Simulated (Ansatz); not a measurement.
Consider the isomerisation: `[SiH3]C1C=N1` → `C#C[SiH2]N`.

Isolated molecules relaxed with PBE0-D4/def2-TZVP in Ansatz; ΔE leaves out vibrations. CCSD(T)/CBS is the MP2 limit (def2-TZVPP, def2-QZVPP) plus CCSD(T) − MP2 in def2-TZVPP, frozen cores. DFT in def2-TZVPP. B3LYP here is the variant with VWN-RPA as its local correlation; programs differ in this. One conformer a species, not always the lowest.

Question: Is it downhill or uphill in electronic energy at CCSD(T)/CBS, and by how much? (An estimate is asked.)

Answer: Ansatz gave: Downhill: ΔE = -184.2 kJ/mol.

Question: What do these levels give: BHLYP-D4, PBE-QIDH, revPBE, B3LYP, SCS-MP2/def2-QZVPP, MP2/CBS(def2)? (Estimate.)

Answer: The calculation gave: BHLYP-D4 -188.8, PBE-QIDH -170.9, revPBE -146.9, B3LYP -178.4, SCS-MP2/def2-QZVPP -187.2, MP2/CBS(def2) -192.1 kJ/mol.

Largest T1 diagnostic among the species: 0.012.

In def2-TZVPP, CCSD(T) changes the Hartree–Fock value by +26.3 kJ/mol (the triples alone add +4.9 kJ/mol) and MP2 by +18.4 kJ/mol. At CCSD(T), def2-SVP lies +47.2 kJ/mol from the extrapolated value and def2-TZVPP +7.7 kJ/mol. From BLYP to BHLYP (50 % exact exchange), in def2-TZVPP and without D4, ΔE moves by −16.5 kJ/mol.
